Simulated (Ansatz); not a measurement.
`B[CH]([GaH2])CO` and `BC(C)CO` differ in one atom or group.

Ansatz, PBE0-D4/def2-TZVP geometries, multiplicity 1. Each molecule was computed in one conformer, which needn't be the lowest.

Scalar relativity is left out up to krypton.

```
                                        property  `B[CH]([GaH2])CO`
              LUMO energy (PBE0/def2-TZVPP) / eV              -0.98
           HOMO–LUMO gap (B3LYP/def2-TZVPP) / eV               6.07
             LUMO energy (B3LYP/def2-TZVPP) / eV              -1.22
             HOMO energy (B3LYP/def2-TZVPP) / eV              -7.29
            HOMO–LUMO gap (PBE0/def2-TZVPP) / eV               6.53
size of the dipole moment (B3LYP/def2-TZVPP) / D               3.43
```

Question: Give the same properties after the change, and the shifts. (An estimate is asked.)

Answer: The calculation gave: 
| property | `BC(C)CO` | shift |
| --- | --- | --- |
| LUMO energy (PBE0/def2-TZVPP) / eV | 0.07 | 1.05 |
| HOMO–LUMO gap (B3LYP/def2-TZVPP) / eV | 7.13 | 1.06 |
| LUMO energy (B3LYP/def2-TZVPP) / eV | -0.27 | 0.95 |
| HOMO energy (B3LYP/def2-TZVPP) / eV | -7.40 | -0.11 |
| HOMO–LUMO gap (PBE0/def2-TZVPP) / eV | 7.65 | 1.12 |
| size of the dipole moment (B3LYP/def2-TZVPP) / D | 3.13 | -0.30 |

With PBE0 the HOMO falls by 0.07 eV and the LUMO rises by 1.05 eV, so the gap widens by about 1.12 eV. PBE moves the HOMO by 0.18 eV and ωB97M-V by -0.23 eV. Dipoles are sizes alone; their direction can turn.

B3LYP here is the variant with VWN-RPA as its local correlation; programs differ in this.
